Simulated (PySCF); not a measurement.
## Electronic absorption of AsSbSbSb tetrahedron

Compound: AsSbSbSb tetrahedron, Sb3As.
Bonds: As1–Sb2, As1–Sb3, As1–Sb4, Sb2–Sb3, Sb2–Sb4, Sb3–Sb4.

Theory: PySCF 2.14.0, density-fitted response routines, TDDFT wB97X-D/def2-SVPD, vertical, gas phase, core orbitals frozen in the response, def2 core potentials past Kr. Geometry: PBE0-D3(BJ)/def2-SVP; no solvent, vibrations or thermal averaging. Spin–orbit coupling is left out.

```csv
state,E (eV),ν̃ (cm⁻¹),f,|μ| (D),symmetry,"main configurations (H = HOMO, L = LUMO)"
S1,3.63,29270,0.0007,0.22,–,"H→L/L+1/L+2 (≥69%), H-1→L/L+1/L+2 (≥25%)"
S2,3.63,29300,0.0008,0.24,–,"H→L/L+1/L+2 (≥49%), H-1→L/L+1/L+2 (≥41%)"
S3,3.65,29400,0.0001,0.07,–,"H-1→L/L+1/L+2 (≥68%), H→L/L+1/L+2 (≥20%)"
S4,3.94,31770,0.0044,0.54,A1,"H-1→L/L+1/L+2 (≥44%), H→L/L+1/L+2 (≥42%)"
S5,3.97,32000,0.0003,0.15,–,"H→L+3 (74%), H-1→L/L+1/L+2 (≥18%)"
S6,3.98,32090,0.0002,0.10,–,"H-1→L+3 (70%), H→L/L+1/L+2 (≥13%)"
S7,4.16,33520,0.0000,0.02,–,"H-1→L+4 (45%), H→L+5 (45%)"
S8,4.23,34080,0.039,1.55,E,"H-1→L+3 (22%), H→L/L+1/L+2 (≥20%), H-2→L/L+1/L+2 (≥14%)"
S9,4.23,34130,0.038,1.53,E,"H-1→L/L+1/L+2 (≥30%), H→L+3 (19%), H-2→L/L+1/L+2 (≥14%)"
```

Triplets, Tamm–Dancoff:

```tsv
state	E (eV)	λ (nm)	main configurations (H = HOMO, L = LUMO)
T1	3.09	400.8	H→L/L+1/L+2 (≥61%), H-1→L/L+1/L+2 (≥16%)
T2	3.10	400.0	H-1→L/L+1/L+2 (≥60%), H→L/L+1/L+2 (≥17%)
T3	3.29	376.8	H→L/L+1/L+2 (≥40%), H-1→L/L+1/L+2 (≥36%)
```

The lowest singlet level (S1/S2) comes at 342 nm (350 kJ/mol) in the ultraviolet; it is very weak. The most intense listed level is S8/S9 at 4.23 eV (293 nm, f = 0.076 summed), 0.60 eV above S1. It is the last of those listed, so stronger ones may follow. S1/S2 and S8/S9 lie within about 0.01 eV of each other in each set; the point group C3v has degenerate representations, and within a degenerate level the listed configurations can mix freely. Löwdin shares by element: HOMO (one of a set within 0.03 eV) antimony 81%, arsenic 19%; LUMO (one of a set within 0.03 eV) antimony 92%, arsenic 8%. Of the 9 states listed, 2 reach f = 0.01 and 4 stay under 0.0005. Orbital energies (eV): HOMO-3 -8.96, HOMO-2 -8.60, HOMO-1 -7.90, HOMO -7.89, LUMO 0.07, LUMO+1 0.08, LUMO+2 0.08. No computed singlet lies in the visible range (380 to 750 nm); the lowest, at 342 nm, stands 0.37 eV above its violet end (3.26 eV); a Tamm–Dancoff triplet lies at 401 nm, without intensity as long as spin–orbit coupling is left out. The vertical ionisation energy (ΔSCF) is 8.00 eV, 3.77 eV above S9. Symmetry labels in C3v follow from the direction of the transition dipole and are given only for states with f of 0.002 or more. Orbitals of the list HOMO-3 to LUMO+2 that lie within 0.01 eV of each other are written together with a slash and their weights summed (≥ marks a lower bound); for degenerate orbitals outside that list single weights are arbitrary. Singlets were solved by full linear response, triplets in the Tamm–Dancoff approximation. The highest level found (4.32 eV, f 0.0033 so far) is left out, since the window may have cut off a degenerate partner.
